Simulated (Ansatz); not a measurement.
Z-matrix (Å, degrees):
```
B
Al 1 2.180
Si 1 1.859 2 84.4
H 1 1.243 2 64.0 3 125.4
H 1 1.191 2 113.3 3 -124.9
Si 2 2.452 1 123.7 3 -60.5
H 2 1.586 1 110.0 3 138.7
H 3 1.483 1 122.8 2 -110.0
H 3 1.485 1 125.8 2 62.8
H 6 1.493 2 109.6 1 110.1
H 6 1.491 2 113.7 1 -129.8
H 6 1.491 2 111.2 1 -8.0
```

The species carries charge 0 and has multiplicity 1. The bonds changed during the relaxation, so this is another structure than the one it started from.

**Question.** List the r2SCAN/def2-TZVPP orbital energies in eV (the Gaussian-basis code of Ansatz). (Best estimate.)

**Answer.** Computed: Occupied: -1791.23, -1790.65, -1517.46, -180.26, -141.75, -141.16, -110.94, -96.69, -96.58, -96.52, -96.01, -96.01, -96.00, -71.26, -71.09, -71.03, -15.26, -13.58, -12.75, -10.20, -9.46, -8.97, -8.71, -8.65, -8.52, -6.94, -6.20. Lowest empty: -2.91, -1.69, -0.62, -0.37, 0.37, 0.47, 0.72, 1.13.
